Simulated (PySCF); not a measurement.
# Hartree-Fock beside MP2: BH4OSi cation

These are calculations, not measurements. The program is PySCF 2.14.0, an open-source quantum chemistry code, run on an isolated molecule that a program drew, which may never have been made. The molecule is BH4OSi cation (charge +1, singlet), drawn as the SMILES string `B[SiH+]O`.

The geometry was optimised and harmonic frequencies were computed with HF and MP2, all in the cc-pV(D+d)Z basis, for the commonest isotopes, with a restricted reference for singlets and an unrestricted one otherwise, and a frozen core in MP2. Each result is a local minimum of its method.

Geometry at the HF minimum:
```xyz
7
BH4OSi cation, angstrom
B    -1.7276    0.6059   -0.6239
Si    0.2761    0.5799   -1.0036
O     0.9344   -0.2583   -2.1645
H    -2.3870    1.4391   -1.1575
H    -2.1665   -0.2072    0.1244
H     1.2925    1.3177   -0.2592
H     0.5593   -0.8360   -2.8204
```

Lengths of the bonds as drawn, in Å (atoms numbered as above):
```
  bond     HF    MP2
B1-Si2  2.039  2.035
Si2-O3  1.576  1.605
 B1-H4  1.189  1.198
 B1-H5  1.189  1.198
Si2-H6  1.460  1.467
 O3-H7  0.951  0.973
```

Rotational constants, in GHz:
| constant | HF | MP2 |
|---|---|---|
| A | 28.12 | 28.27 |
| B | 6.131 | 6.011 |
| C | 5.267 | 5.186 |

Harmonic frequencies in cm^-1, each column in rising order, so a row needn't be the same motion in every method:
| rank | HF | MP2 |
|---|---|---|
| 1 | 142 | 142 |
| 2 | 225 | 211 |
| 3 | 387 | 354 |
| 4 | 589 | 586 |
| 5 | 589 | 605 |
| 6 | 680 | 708 |
| 7 | 759 | 724 |
| 8 | 874 | 844 |
| 9 | 963 | 924 |
| 10 | 1089 | 1027 |
| 11 | 1217 | 1155 |
| 12 | 2446 | 2383 |
| 13 | 2746 | ? |
| 14 | 2871 | 2809 |
| 15 | 4100 | 3806 |

**Estimate the missing MP2 frequency from the HF column.**

A single factor s that minimises the squared misfit of MP2 against s times HF over the other rows is sum(HF x MP2) / sum(HF^2) = 0.9529, with an rms misfit of 42 cm^-1. For rank 13 it gives 0.9529 x 2746 = 2617 cm^-1. The calculation gives 2681 cm^-1, 64 cm^-1 above the estimate. The drawn bonds are on average 1.0 % longer in MP2 than in HF.
